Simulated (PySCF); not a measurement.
Species: C₉H₁₂O₂.
Bonds: C1–C2, C2–C3, C3–C4, C4–C5, C5–C6 (triple), C6–C7, C7–O8 (double), C7–O9, C4–C10, C10–C11, C4–C11. Hydrogens: H12, H13, H14 on C1; H15, H16 on C2; H17, H18 on C3; H19 on O9; H20, H21 on C10; H22, H23 on C11.

The same species was optimised twice, with GFN2-xTB and with PBE0-D3(BJ)/def2-SVP (PySCF), and the same property calculations (PySCF, gas phase) were run on both structures.

| coordinate | GFN2-xTB | PBE0-D3(BJ)/def2-SVP | change |
| --- | --- | --- | --- |
| C4–C5 (Å) | 1.423 | 1.436 | +0.013 |
| C6–C7 (Å) | 1.430 | 1.443 | +0.013 |
| C5≡C6 (Å) | 1.206 | 1.216 | +0.010 |
| C2–C3 (Å) | 1.529 | 1.522 | -0.007 |
| C4–C11 (Å) | 1.513 | 1.519 | +0.006 |
| C7–O9 (Å) | 1.344 | 1.340 | -0.004 |
| C1–C2 (Å) | 1.523 | 1.520 | -0.003 |
| C10–C11 (Å) | 1.491 | 1.489 | -0.002 |
| C4–C10 (Å) | 1.514 | 1.516 | +0.002 |
| C3–C4 (Å) | 1.518 | 1.519 | +0.001 |
| C7=O8 (Å) | 1.205 | 1.204 | -0.001 |
| C2–C3–C4 (°) | 111.7 | 113.7 | +2.0 |
| C1–C2–C3 (°) | 111.5 | 113.0 | +1.5 |
| C3–C4–C5 (°) | 114.7 | 115.7 | +1.0 |
| C3–C4–C11 (°) | 119.2 | 118.3 | -0.9 |
| C3–C4–C10 (°) | 119.7 | 118.8 | -0.9 |
| C4–C5–C6 (°) | 179.3 | 178.9 | -0.4 |
| C5–C4–C10 (°) | 116.5 | 116.8 | +0.3 |
| C10–C4–C11 (°) | 59.0 | 58.7 | -0.3 |
| C1–C2–C3–C4 (°) | 180 | 180 | 0 |
| C2–C3–C4–C5 (°) | -64 | -61 | +3 |

Rotational constants: A = 1462, B = 572.5, C = 436.6 MHz (GFN2-xTB) against A = 1456, B = 563.4, C = 428.4 MHz (PBE0-D3(BJ)/def2-SVP). Point groups within 0.08 Å: C1 and C1.

On the GFN2-xTB structure: HOMO (eV) -7.59 [PBE0/pcSseg-1]; LUMO (eV) -1.01 [PBE0/pcSseg-1]; dipole (D) 2.83 [PBE0/pcSseg-1]; GIAO shielding of C1 (ppm) 170.3 [PBE0/pcSseg-1]; GIAO shielding of C2 (ppm) 161.2 [PBE0/pcSseg-1]; GIAO shielding of C3 (ppm) 143.1 [PBE0/pcSseg-1]; GIAO shielding of C4 (ppm) 172.3 [PBE0/pcSseg-1]; GIAO shielding of C5 (ppm) 80.5 [PBE0/pcSseg-1]; GIAO shielding of C6 (ppm) 111.5 [PBE0/pcSseg-1]; GIAO shielding of C7 (ppm) 28.8 [PBE0/pcSseg-1]; GIAO shielding of O8 (ppm) -107.9 [PBE0/pcSseg-1].

Task: What do these properties become on the PBE0-D3(BJ)/def2-SVP structure?

Result: 
| property | level | on GFN2-xTB | on PBE0-D3(BJ)/def2-SVP | change |
| --- | --- | --- | --- | --- |
| HOMO (eV) | PBE0/pcSseg-1 | -7.59 | -7.55 | +0.04 |
| LUMO (eV) | PBE0/pcSseg-1 | -1.01 | -1.03 | -0.02 |
| dipole (D) | PBE0/pcSseg-1 | 2.83 | 2.80 | -0.03 |
| energy, GFN2-xTB geometry as zero (kcal/mol) | PBE0/pcSseg-1 | 0.0 | -0.7 | -0.7 |
| GIAO shielding of C1 (ppm) | PBE0/pcSseg-1 | 170.3 | 168.4 | -1.9 |
| GIAO shielding of C2 (ppm) | PBE0/pcSseg-1 | 161.2 | 161.0 | -0.2 |
| GIAO shielding of C3 (ppm) | PBE0/pcSseg-1 | 143.1 | 141.4 | -1.7 |
| GIAO shielding of C4 (ppm) | PBE0/pcSseg-1 | 172.3 | 171.5 | -0.8 |
| GIAO shielding of C5 (ppm) | PBE0/pcSseg-1 | 80.5 | 80.5 | 0.0 |
| GIAO shielding of C6 (ppm) | PBE0/pcSseg-1 | 111.5 | 109.9 | -1.6 |
| GIAO shielding of C7 (ppm) | PBE0/pcSseg-1 | 28.8 | 28.5 | -0.3 |
| GIAO shielding of O8 (ppm) | PBE0/pcSseg-1 | -107.9 | -103.3 | +4.6 |

The heavy atoms differ by 0.087 Å rms after alignment. Among bonds between heavy atoms C4–C5 and C6–C7 change most and about equally (+0.013 Å). Changes are differences of the printed values. Neither structure is proved a minimum here.

The values belong to the conformer `[CH3:1][CH2:2][CH2:3][C:4]1([C:5]#[C:6][C:7](=[O:8])[OH:9])[CH2:10][CH2:11]1`: C1–C2–C3–C4 180°, C2–C3–C4–C5 -61°, H–O9–C7–C6 180°.
